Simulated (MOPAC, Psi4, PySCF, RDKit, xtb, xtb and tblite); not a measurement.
Two geometries of SMILES B[SiH2]CC#N (C₂H₆BNSi), relaxed at GFN2-xTB with one dihedral held; other torsions can differ between them too.

Structure A

```
11

B     -1.8834     0.4222     0.2902
Si    -0.5097    -0.6386    -0.6155
C      1.2313    -0.4135     0.2172
C      1.8871    -1.6685     0.3832
N      2.3911    -2.6880     0.5161
H     -2.8206     0.8063    -0.2927
H     -1.8310     0.6785     1.4303
H     -0.8045    -2.0821    -0.5573
H     -0.2560    -0.3562    -2.0410
H      1.8659     0.2327    -0.3907
H      1.1298     0.0460     1.2024
```

Structure B

```
11

B      1.8624     0.4183     0.3144
Si     0.5004    -0.6421    -0.6105
C     -1.2326    -0.4097     0.2218
C     -2.2285    -1.1793    -0.4473
N     -3.0127    -1.8053    -0.9989
H      2.8296     0.7589    -0.2460
H      1.7712     0.7238     1.4397
H      0.7554    -2.0942    -0.5553
H      0.2716    -0.3310    -2.0323
H     -1.5302     0.6404     0.1957
H     -1.1934    -0.7237     1.2663
```

Which is lower in energy at the level DF-MP2 (frozen core)/cc-pVTZ // GFN2-xTB (Psi4), and by how much?

B is lower, by 1.67 kcal/mol (dihedral B1–Si2–C3–C4: 135° in A, 180° in B).

E(B) − E(A) in kcal/mol at the other levels, on the same two geometries: GFN2-xTB (xtb and tblite) -0.76; B3LYP/def2-TZVP // GFN2-xTB (Psi4) -1.49; B3LYP-D3(BJ)/def2-TZVP // GFN2-xTB (Psi4) -1.50; PBE/def2-TZVP // GFN2-xTB (Psi4) -1.39; PBE-D3(BJ)/def2-TZVP // GFN2-xTB (Psi4) -1.40; M06-2X/def2-TZVP // GFN2-xTB (Psi4) -1.50; HF/cc-pVTZ // GFN2-xTB (Psi4) -1.74; UFF // GFN2-xTB (RDKit) -1.82; PM7, restricted, heats of formation // GFN2-xTB (MOPAC) -0.95; AM1, restricted, heats of formation // GFN2-xTB (MOPAC) -0.39; GFN1-xTB // GFN2-xTB (xtb) -1.16; restricted B3LYP/6-31G*, spherical d // GFN2-xTB (PySCF) -1.41; restricted B3LYP/3-21G // GFN2-xTB (PySCF) -1.42; restricted B3LYP/LANL2DZ, with its core potentials past Ne // GFN2-xTB (PySCF) -1.34; restricted Hartree-Fock/3-21G // GFN2-xTB (PySCF) -1.57.
